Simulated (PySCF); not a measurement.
**Bond length, frequency and bond energy of SeBr by level of theory**

State: ²Π (doublet), unpaired electrons π ↑. Set-up: basis Se x2c-SVPall, Br x2c-SVPall; spin-free X2C with a Gaussian nucleus; PySCF 2.14. De refers to Se + Br in their high-spin ground configurations, without counterpoise correction. The functionals are run spin-unrestricted. A positive dipole means Se(−)Br(+). Levels whose curve was spin-contaminated or gave no clean fit are not listed.

| Level | Re (Å) | ωe (cm⁻¹) | De (eV) | μ (D) |
| --- | --- | --- | --- | --- |
| UHF | 2.298 | 322 | 0.76 | -0.95 |
| UHF-CCSD | 2.310 | 307 | 1.78 | n/a |
| UHF-CCSD(T) | 2.315 | 303 | 1.90 | n/a |
| PBE | 2.297 | 313 | 2.79 | -0.09 |
| BLYP | 2.330 | 296 | 2.61 | -0.13 |
| r²SCAN | 2.283 | 321 | 2.55 | -0.23 |
| PBE0 | 2.274 | 327 | 2.47 | -0.31 |
| M06 | 2.287 | 320 | 2.43 | -0.38 |
| BHandHLYP | 2.283 | 324 | 2.05 | -0.54 |
| LC-ωPBE | 2.253 | 342 | 2.13 | -0.50 |

The bond length runs from 2.253 Å (LC-ωPBE) to 2.330 Å (BLYP). De spans 0.76 eV (UHF, mean field) to 2.79 eV (PBE, GGA). Correlation at CCSD(T) changes the Hartree–Fock bond energy by +1.14 eV; the triples alone change it by +0.12 eV.

Correlated steps freeze 18 core orbitals. Correlated levels converge slowly with the basis: in double zeta they bind strong bonds too weakly, by up to about 1 eV, and carry superposition errors of some tenths. Spin–orbit coupling is left out. Counting both spins, an empty level lies below a filled one in some of these solutions, because spin and occupation are held. The state is the lowest determinant that a PBE0 search found; another state may lie lower at other levels.
